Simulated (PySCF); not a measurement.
BH5O3Si, SMILES B(O)(O[SiH3])O.

The structure is a stationary point at B3LYP-D3(BJ)/def2-SVP. Other conformers were not sampled.

Two levels are set side by side: TDA-PBE/def2-SVPD (PySCF) and TDA-M06-2X/def2-SVPD (PySCF). Vertical, same geometry. The lowest singlet is HOMO→LUMO 100 % with PBE and HOMO→LUMO 63 %, HOMO→LUMO+1 17 % with the other functional; states are paired by order. Differences are taken from unrounded values.

```
quantity                              TDA-M06-2X  TDA-PBE  TDA-PBE minus TDA-M06-2X
------------------------------------  ----------  -------  ------------------------
lowest singlet excitation (eV)              7.69     6.17                     -1.52
lowest triplet excitation (TDA) (eV)        7.46     6.08                     -1.38
```

A lower first singlet is the usual sign of a functional without exact exchange. Differences between two approximate levels are no errors against the true value.

Rough cost on one machine, each run with all the roots and properties that it gave: TDA-M06-2X against TDA-PBE about 10 times.
